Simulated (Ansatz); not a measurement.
Basis-set extrapolation for `B/C=C/C` (PBE0-D4/def2-TZVP geometry, frozen core, the Gaussian-basis code of Ansatz). Multiplicity 1, RHF reference.

|  | def2-TZVPP | def2-QZVPP |
| --- | --- | --- |
| HF | -142.385890 | -142.392618 |
| MP2 correlation | -0.599738 | -0.637433 |
| CCSD(T) correlation | -0.670672 | not run |

Energies in hartree. Use E(X) = E(∞) + A·exp(−7.88·√X) for Hartree–Fock and E(X) = E(∞) + B·X^(−2.97) for correlation, with X = 3 and 4, and add CCSD(T) minus MP2 of the smaller set to the MP2 limit.

**Question.** What is the CCSD(T) energy at the basis-set limit?

**Answer.** HF limit: -142.392618 + (-0.006728) × 0.13774 = -142.39354. MP2 limit: -0.637433 + (-0.037695) × 0.74074 = -0.66536. Higher-order term: -0.670672 − (-0.599738) = -0.07093. Total: -143.12983 hartree, 46.0 kcal/mol below CCSD(T)/def2-TZVPP.
